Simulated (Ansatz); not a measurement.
Calculated with Ansatz (gas phase, PBE0-D4/def2-TZVP geometries, no zero-point term in ΔE). CCSD(T)/CBS adds triple-zeta CCSD(T) − MP2 to the extrapolated MP2 energy (def2 sets, frozen cores). Functionals use def2-TZVPP. def2 core potentials past Kr. For Au, Br outer-core shells are correlated without core-valence functions, which leaves a few kJ/mol of doubt a bond. Scalar relativity is left out up to krypton. Each species was taken in one conformer, which may not be the lowest.

`COB(C)Br` + `[SH][Au]` → `C[S][Au]` + `CB(O)Br`  (substitution at a C–O bond)

`COB(C)Br`:

Z-matrix (Å, degrees):
```
C
O 1 1.413
H 1 1.091 2 108.5
H 1 1.091 2 108.2 3 118.1
H 1 1.091 2 111.7 3 -121.0
B 2 1.336 1 127.9 3 115.8
Br 6 1.959 2 120.7 1 0.2
C 6 1.558 2 121.0 1 -179.7
H 8 1.094 6 110.6 2 -123.1
H 8 1.091 6 111.8 2 -1.4
H 8 1.094 6 110.4 2 119.8
```

`[SH][Au]`:

Z-matrix (Å, degrees):
```
S
Au 1 2.238
H 1 1.347 2 95.1
```

`C[S][Au]`:

Z-matrix (Å, degrees):
```
C
S 1 1.808
H 1 1.089 2 112.1
H 1 1.093 2 104.9 3 117.6
H 1 1.089 2 112.1 3 -124.8
Au 2 2.237 1 104.1 3 62.4
```

`CB(O)Br`:

Cartesian coordinates in Å:
```
C -0.614 0.658 -0.543
B 0.241 -0.363 0.258
O 1.489 -0.081 0.670
Br -0.497 -2.120 0.694
H -0.077 1.593 -0.710
H -0.904 0.238 -1.510
H -1.547 0.874 -0.015
H 1.910 -0.797 1.155
```

```tsv
species	r2SCAN energy (Eh)
`COB(C)Br`	-2754.09834
`[SH][Au]`	-534.58462
`C[S][Au]`	-573.88343
`CB(O)Br`	-2714.81551
```

(1) Work out ΔE.

Largest T1 diagnostic among the species: 0.025, so the coupled-cluster value is less sure than usual.

Answers

(1) ΔE = (-573.88343) + (-2714.81551) − (-2754.09834) − (-534.58462) = -0.01598 Eh = -10.0 kcal/mol. CCSD(T)/CBS gives -9.2 kcal/mol.

Leaving LDA and LC-ωPBE aside and taking each functional with its dispersion term where it has one, the values, not all of them listed here, spread over 3.6 kcal/mol, from revPBE-D4 to CAM-B3LYP-D4. LDA lies +1.0 kcal/mol from PBE without D4. At CCSD(T), def2-SVP lies +3.4 kcal/mol from the extrapolated value and def2-TZVPP +0.7 kcal/mol. From r2SCAN to r2SCAN0 (25 % exact exchange), in def2-TZVPP and without D4, ΔE moves by +0.7 kcal/mol.
